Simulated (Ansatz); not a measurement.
Coupled-cluster diagnostics for Rb2F3⁻, Ansatz.

Geometry of the singlet (PBE0-D4/def2-SVPD):

```xyz
5

Rb   -2.686    0.048    0.007
Rb    1.091   -0.013   -0.009
F    -1.032   -0.137   -1.841
F    -1.008    0.197    1.836
F     3.634   -0.095    0.007
```

In the def2 sets Rb takes a core potential; there is no spin–orbit coupling. Correlated methods freeze 3 core orbitals; core or outer-core shells of Rb are correlated, in sets that lack core-valence functions. The structure comes from a short search, and lower isomers may exist.

(1) Estimate the CCSD(T) correlation energy, the shares of MP2 and (T), T1 and the reference's ⟨S²⟩ for: charge -1, singlet, own geometry in def2-TZVPD; and the rough time on 2 threads of Arm Neoverse V2 on a shared host.

Results:

(1) 
```csv
state,basis,correlation (eV),MP2 share (%),(T) share (%),T1,⟨S²⟩ (pure),wall time
"charge -1, singlet, own geometry",def2-TZVPD,-27.678,97.1,2.8,0.015,0.00 (0.00),3.2 min
```
Customary marks for T1 are 0.02 (closed shells), 0.045 (open shells) and about 0.05 (3d metals). T1 stays under 0.02 throughout.
